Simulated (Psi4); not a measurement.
Relaxed torsion scan: SMILES c1ccc(cc1)C(=O)OC (C8H8O2). Scanned: dihedral C1–O2–C3–O4; all other coordinates were relaxed at GFN2-xTB. Points at φ and −φ are mirror images.

Geometry of the scan point at -150° (Å):
```
18

C      3.3737     0.6428    -0.2962
O      2.1454     0.7029     0.4040
C      1.3058    -0.3523     0.4387
O      0.1224    -0.1635     0.5325
C      1.8923    -1.7226     0.3668
C      3.0006    -2.0767     1.1314
C      3.4719    -3.3768     1.1028
C      2.8489    -4.3253     0.3082
C      1.7394    -3.9791    -0.4464
C      1.2538    -2.6851    -0.4099
H      4.2042     0.7348     0.4076
H      3.4776    -0.2847    -0.8620
H      3.3924     1.4928    -0.9804
H      3.4759    -1.3418     1.7648
H      4.3265    -3.6507     1.7034
H      3.2237    -5.3377     0.2840
H      1.2479    -4.7211    -1.0575
H      0.3816    -2.4023    -0.9796
```

Calculation: PBE-D3(BJ)/def2-SVP // GFN2-xTB in Psi4 1.11.

Scanned values (°): -150, -120, -90, -60, -30, 0, 30, 60, 90, 120, 150, 180.

Q: Locate the minima and the barriers on this grid.

A: Lower than their neighbours: -150° (48.0 kJ/mol), 0° (0.0 kJ/mol), 150° (48.0 kJ/mol). Higher than their neighbours: -90° (52.5 kJ/mol), 90° (52.5 kJ/mol), 180° (52.1 kJ/mol). The whole profile spans 52.5 kJ/mol.
